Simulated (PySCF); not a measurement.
# BeP from Hartree–Fock to correlated methods

State: ⁴Σ⁻ (quartet), unpaired electrons σ ↑, π ↑↑. Set-up: PySCF, spin-free X2C with a Gaussian nucleus, basis sets Be x2c-TZVPPall, P x2c-TZVPPall. De refers to Be + P in their high-spin ground configurations, without counterpoise correction. The functionals are run spin-unrestricted. A positive dipole means Be(−)P(+).

```
      Level  Re (Å)  ωe (cm⁻¹)  De (eV)  μ (D)
        UHF   2.078        627     1.01  -0.76
    UHF-MP2   2.079        614     1.14    n/a
UHF-SCS-MP2   2.087        603     1.04    n/a
   UHF-CCSD   2.090        591     0.85    n/a
UHF-CCSD(T)   2.094        584     0.92    n/a
        LDA   2.062        613     1.95   0.02
        PBE   2.083        598     1.69  -0.09
     PBEsol   2.078        604     1.79  -0.09
       TPSS   2.089        596     1.65  -0.15
     r²SCAN   2.081        606     1.73  -0.32
      M06-L   2.079        606     1.64  -0.09
       PBE0   2.071        617     1.62  -0.28
      ωB97X   2.078        611     1.47  -0.27
```

The bond length runs from 2.062 Å (LDA) to 2.094 Å (UHF-CCSD(T)). De spans 0.85 eV (UHF-CCSD, coupled cluster) to 1.95 eV (LDA, local density). Correlation at CCSD(T) changes the Hartree–Fock bond energy by -0.09 eV; the triples alone change it by +0.07 eV.

Correlated steps freeze 5 core orbitals. Counting both spins, an empty level lies below a filled one in some of these solutions, because spin and occupation are held. The state is the lowest determinant that a PBE0 search found; another state may lie lower at other levels.

The whole job (state search and all levels along the bond) took about 3.4 min on 1 thread of Arm Neoverse V1 (shared host), peak memory 1.1 GiB.
